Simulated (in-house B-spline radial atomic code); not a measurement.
Ionisation energies along the 18-electron series, configuration [Ne] 3s2 3p6, as differences of self-consistent energies. Dirac energy differences include first-order Breit, QED and recoil terms. NIST's values go from ground level to ground level; the uncertainty of those that are theory runs from under 0.1 % in few-electron ions to several per cent in heavy many-electron ones. Computed with an all-electron radial atomic-structure program (B-spline basis): Dirac-Hartree-Fock, average of the configuration, finite nuclei.

| ion | configuration after | ionisation energy (eV) | IE/(q+1)² (eV) | Breit and QED recoil part (eV) | tabulated value (eV) | tabulated kind | computed minus tabulated (eV) |
| --- | --- | --- | --- | --- | --- | --- | --- |
| Br17+ | [Ne] 3s2 3p5 | 718.5 | 2.2177 | -0.37113 | 716.3 | semi-empirical | 2.2 |
| Kr18+ | [Ne] 3s2 3p5 | 788.0 | 2.1829 | -0.42224 | 785.316 | semi-empirical | 2.7 |
| Rb19+ | [Ne] 3s2 3p5 | 860.7 | 2.1517 | -0.47788 | 857 | semi-empirical | 3.7 |
| Sr20+ | [Ne] 3s2 3p5 | 936.4 | 2.1234 | -0.5381 | 932 | semi-empirical | 4.4 |
| Zr22+ | [Ne] 3s2 3p5 | 1097.4 | 2.0744 | -0.67333 | 1092 | semi-empirical | 5.4 |
| Nb23+ | [Ne] 3s2 3p5 | 1182.6 | 2.0531 | -0.74863 | 1176 | semi-empirical | 6.6 |
| Mo24+ | [Ne] 3s2 3p5 | 1270.9 | 2.0335 | -0.82929 | 1263 | semi-empirical | 7.9 |
| Tc25+ | [Ne] 3s2 3p5 | 1362.5 | 2.0155 | -0.91576 | 1354 | semi-empirical | 8.5 |
| Ru26+ | [Ne] 3s2 3p5 | 1457.2 | 1.9989 | -1.0079 | 1447 | semi-empirical | 10.2 |
| Rh27+ | [Ne] 3s2 3p5 | 1555.1 | 1.9835 | -1.1062 | 1544 | semi-empirical | 11.1 |
| Pd28+ | [Ne] 3s2 3p5 | 1656.2 | 1.9693 | -1.2107 | 1644 | semi-empirical | 12.2 |
| Ag29+ | [Ne] 3s2 3p5 | 1760.5 | 1.9561 | -1.3218 | 1747 | semi-empirical | 13.5 |
| Cd30+ | [Ne] 3s2 3p5 | 1868.1 | 1.9439 | -1.4394 | 1852 | semi-empirical | 16.1 |
| In31+ | [Ne] 3s2 3p5 | 1978.8 | 1.9325 | -1.5641 | 1961 | semi-empirical | 17.8 |
| Sn32+ | [Ne] 3s2 3p5 | 2092.9 | 1.9218 | -1.6958 | 2074 | semi-empirical | 18.9 |
| Sb33+ | [Ne] 3s2 3p5 | ? | ? | ? | ? | tabulated theory | ? |
| Te34+ | [Ne] 3s2 3p5 | 2330.7 | 1.9026 | -1.9818 | 2309 | tabulated theory | 21.7 |
| I35+ | [Ne] 3s2 3p5 | ? | ? | ? | ? | tabulated theory | ? |
| Xe36+ | [Ne] 3s2 3p5 | ? | ? | ? | ? | tabulated theory | ? |
| Cs37+ | [Ne] 3s2 3p5 | 2712.1 | 1.8782 | -2.4707 | 2683 | tabulated theory | 29.1 |
| Ba38+ | [Ne] 3s2 3p5 | 2845.9 | 1.871 | -2.6505 | 2814 | tabulated theory | 31.9 |
| La39+ | [Ne] 3s2 3p5 | 2983.0 | 1.8643 | -2.8393 | 2950 | tabulated theory | 33.0 |

Fill in the row of Sb33+.

ionisation energy (eV): 2210.1; IE/(q+1)² (eV): 1.9119; Breit and QED recoil part (eV): -1.8351; tabulated value (eV): 2190; computed minus tabulated (eV): 20.1.

Fill in the row of I35+.

ionisation energy (eV): 2454.5; IE/(q+1)² (eV): 1.8939; Breit and QED recoil part (eV): -2.1367; tabulated value (eV): 2431; computed minus tabulated (eV): 23.5.

Fill in the row of Xe36+.

ionisation energy (eV): 2581.6; IE/(q+1)² (eV): 1.8858; Breit and QED recoil part (eV): -2.2994; tabulated value (eV): 2556; computed minus tabulated (eV): 25.6.

Where a p, d or f electron is removed, the computed value is a mean over both j, so it misses the tabulated one by a part of the spin-orbit splitting; averaging over terms and missing correlation add to the gap, relatively most at low charge.
